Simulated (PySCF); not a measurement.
**A survey of 19F NMR shifts**

Computational details: geometry from GFN2-xTB, shielding tensors at PBE0/pcSseg-1 (GIAO), in PySCF 2.14 (no solvent model, non-relativistic, equivalent nuclei averaged, one conformer).

Shieldings were converted by a linear fit to measured shifts: 19F: δ = 146.13 − 0.903σ +14.6 on sp3 carbon (rms 6.0 ppm, 223 shifts, 7.0 ppm with the 5 outliers that the fit left out vs CFCl3, solution or neat liquid). Occasional misses reach two or three times the rms, and more in compound classes unlike the fitted ones.

Problem. Match the shifts -64.5, -76.5, -184.0, -211.6 ppm to `F[C@H]1C[SiH2]N[SiH2]1`, `FC(F)(F)[SiH2]OC[SiH3]`, `F[C@H]1CCC[C@@H](F)CCC1`, `CCC[Si@@H](Cl)/C(F)=C/[SiH3]`.

Solution. -64.5: FC(F)(F)[SiH2]OC[SiH3] (fluorine of a CF3 group); -76.5: CCC[Si@@H](Cl)/C(F)=C/[SiH3] (vinylic fluorine); -184.0: F[C@H]1CCC[C@@H](F)CCC1 (fluorine on an sp3 carbon); -211.6: F[C@H]1C[SiH2]N[SiH2]1 (fluorine on an sp3 carbon).
